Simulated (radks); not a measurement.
Values are calculated unless marked as measured or tabulated.
Tc2+, configuration [Kr] 4d4 5s1 (not the ground configuration). Level of theory: Dirac Kohn-Sham, PBE, spin-unpolarised, spherical densities, finite nucleus; open shells fill j = l - 1/2 first; Fermi nuclear charge, rms radius 4.4112 fm (a radial shooting solver on a logarithmic mesh with Libxc functionals).

Normalised radial functions P(r) = r R(r) (large component), r in bohr:

```
   r/bohr * 3d3/2, o 3d5/2 (the largest magnitude, 1.59, reaches the edge; | marks zero, & curves that meet)
 0.002732 &
 0.003644 &
 0.004821 &
  0.00643 &
 0.008508 &
  0.01126 &
  0.01501 &
  0.01987 &
   0.0265 |&
  0.03506 | &
  0.04676 |   &
  0.06187 |      &
  0.08186 |           &
   0.1092 |                   o*
   0.1445 |                              o*
   0.1927 |                                           &
   0.2549 |                                                    &
     0.34 |                                                      &
   0.4499 |                                              &
   0.5953 |                               *o
    0.794 |                &
    1.051 |     *o
    1.401 | &
    1.854 &
    2.473 &
    3.272 &
    4.329 &
    5.773 &
    7.639 &
```

3d3/2: eigenvalue -272.67 eV, 0 radial nodes, <r> = 0.397 bohr, 90 % of the charge inside 0.633 bohr. 3d5/2: eigenvalue -268.87 eV, 0 radial nodes, <r> = 0.400 bohr, 90 % of the charge inside 0.638 bohr.
